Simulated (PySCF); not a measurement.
H₂Si₂, SMILES [Si]=[SiH2] (connectivity only; charge and spin as stated), neutral, multiplicity 1. Geometry: r2SCAN-D4/def2-TZVP. The isomer is the one that the SMILES or the coordinates give; other isomers of the formula were not compared.

TDA-B3LYP/def2-TZVPD (PySCF) puts the lowest singlet excitations at 0.80, 2.48, 4.10, 4.31, 4.79, 5.09 eV.

**Question.** What are the lowest excitation roots from ADC(2)/aug-cc-pVDZ (PySCF 2.14.0)? (Estimate from the structure and the level; the computed values follow.)

**Answer.** 0.92, 2.48, 4.10, 4.52, 5.01, 5.27 eV. S1 differs by 0.12 eV (second minus first; roots are paired by order, and the bases may differ).
